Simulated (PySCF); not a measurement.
H3Cl3F2Si3, SMILES [Si](Cl)(Cl)(Cl)[SiH2][SiH](F)F, singlet, PBE0/def2-SVP optimised geometry.

```
11

Si     0.48    -1.10     0.00
F     -0.03    -1.89    -1.32
F     -0.02    -1.94     1.29
Si    -0.53     1.02     0.00
Si    -0.36     1.83    -2.18
Cl    -0.75     3.84    -2.30
Cl     1.58     1.50    -2.82
Cl    -1.64     0.83    -3.43
H      1.96    -1.10     0.00
H      0.22     1.94     0.91
H     -1.96     0.93     0.40
```

Density from PBE0/def2-TZVP (PySCF) at that geometry.

Minimum of the electron density along straight lines between bonded atoms, close to the bond critical point (lines longer than 1.1 times the sum of covalent radii, or with two minima, are not listed):

```json
[
 {"bond": "Si1–F2", "length / Å": "1.617", "ρ at the minimum / e bohr⁻³": "0.134", "∇²ρ there / e bohr⁻⁵": "0.91", "position (fraction from the first atom)": "0.42"},
 {"bond": "Si1–F3", "length / Å": "1.617", "ρ at the minimum / e bohr⁻³": "0.134", "∇²ρ there / e bohr⁻⁵": "0.92", "position (fraction from the first atom)": "0.42"},
 {"bond": "Si1–Si4", "length / Å": "2.345", "ρ at the minimum / e bohr⁻³": "0.097", "∇²ρ there / e bohr⁻⁵": "-0.18", "position (fraction from the first atom)": "0.62"},
 {"bond": "Si4–Si5", "length / Å": "2.332", "ρ at the minimum / e bohr⁻³": "0.095", "∇²ρ there / e bohr⁻⁵": "-0.13", "position (fraction from the first atom)": "0.37"},
 {"bond": "Si5–Cl6", "length / Å": "2.055", "ρ at the minimum / e bohr⁻³": "0.101", "∇²ρ there / e bohr⁻⁵": "0.21", "position (fraction from the first atom)": "0.36"},
 {"bond": "Si5–Cl7", "length / Å": "2.062", "ρ at the minimum / e bohr⁻³": "0.100", "∇²ρ there / e bohr⁻⁵": "0.21", "position (fraction from the first atom)": "0.36"},
 {"bond": "Si5–Cl8", "length / Å": "2.052", "ρ at the minimum / e bohr⁻³": "0.102", "∇²ρ there / e bohr⁻⁵": "0.21", "position (fraction from the first atom)": "0.36"},
 {"bond": "Si1–H9", "length / Å": "1.483", "ρ at the minimum / e bohr⁻³": "0.128", "∇²ρ there / e bohr⁻⁵": "0.13", "position (fraction from the first atom)": "0.49"},
 {"bond": "Si4–H10", "length / Å": "1.494", "ρ at the minimum / e bohr⁻³": "0.118", "∇²ρ there / e bohr⁻⁵": "0.16", "position (fraction from the first atom)": "0.49"},
 {"bond": "Si4–H11", "length / Å": "1.493", "ρ at the minimum / e bohr⁻³": "0.118", "∇²ρ there / e bohr⁻⁵": "0.16", "position (fraction from the first atom)": "0.49"}
]
```
